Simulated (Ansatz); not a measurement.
Reaction (redistribution): `BS[SiH](C)Cl` + `C[SiH2][Al]([F])[Cl]` → `C[SiH](Cl)[Al]([F])[Cl]` + `BS[SiH2]C`

Program: Ansatz. Geometries: PBE0-D4/def2-TZVP. ΔE: electronic, gas phase. CCSD(T)/CBS is the MP2 limit (def2-TZVPP, def2-QZVPP) plus CCSD(T) − MP2 in def2-TZVPP, frozen cores. Functionals use def2-TZVPP. One conformer a species, not always the lowest.

```csv
level,ΔE (kJ/mol)
r2SCAN-D4,11.4
CCSD(T)/def2-TZVPP,10.9
```

**Question.** What does CCSD(T)/CBS give? (An estimate is asked.)

**Answer.** Ansatz gave: +10.4 kJ/mol. The listed levels differ from it by 1.0, 0.5 kJ/mol.

Largest T1 diagnostic among the species: 0.013.

In def2-TZVPP, CCSD(T) changes the Hartree–Fock value by +6.0 kJ/mol (the triples alone add +0.9 kJ/mol) and MP2 by +6.2 kJ/mol.
